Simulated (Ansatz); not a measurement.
The cluster BAs2. The state is a doublet with charge 0. Geometry relaxed at PBE-D4/def2-TZVP.

Cartesian coordinates in Å:
```
B 0.131 0.254 -0.700
As -1.457 -0.396 -0.008
As 1.326 0.142 0.709
```

The relaxation made no stability test and no search for a lower SCF solution. The structure comes from a short search, and lower isomers may exist.

Problem. Estimate the harmonic wavenumbers at UKS PBE-D4/def2-TZVP (Ansatz, unscaled). Is this a minimum?

Solution. 114, 713, 869 cm⁻¹. Yes, no mode is imaginary beyond noise. Zero-point energy 10.1 kJ/mol. Hardware: 4 threads of Arm Neoverse V1 on a shared host. Wall time 9 s.
